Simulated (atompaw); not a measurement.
Building the PAW (atompaw) potential for rhodium (Rh) (PBEsol, non-relativistic).

rhodium (Rh), PAW, made with atompaw 4.2.0.5 (PBEsol, non-relativistic). Core [Kr], reference 4d8 5s0 5p1. Waves: 5s (bound, empty): rc 2.30 bohr; 5s channel at 1.85 Ry: rc 2.30 bohr; 5p (bound): rc 2.30 bohr; 5p channel at 1.95 Ry: rc 2.30 bohr; 4d (bound): rc 2.30 bohr; 4d channel at 0.55 Ry: rc 1.42 bohr. Local part: bessel scheme, radius 2.10 bohr. Core correction: smooth core density matched at 1.60 bohr. Augmentation charge: sinc compensation charge, radius 1.96 bohr; PAW radius 2.30 bohr; waves and projectors: custom rrkj vanderbiltortho.

* Cutoffs needed: 21 Ry and 35 Ry (the cutoffs (Ry, on a coarse ladder) from which the occupation-weighted sum of valence levels, in a spherical-Bessel basis at the reference potential, stays within 10 and 1 mRy of its value at 400 Ry)
* Ghost test: no extra level below or beside the all-electron valence levels (s, p, d, f tested) (spherical-Bessel basis up to 400 Ry, 20 bohr box)
* Lowest eigenvalue of the overlap operator: 0.13 (d channel)
* Overlap eigenvalues printed by atompaw (projector basis): 0.0727, 0.314, 0.956, 16.1, 278, 1.09e+03
* Share of each valence orbital outside the PAW sphere: 5s 80 %, 5p 94 %, 4d 14 %
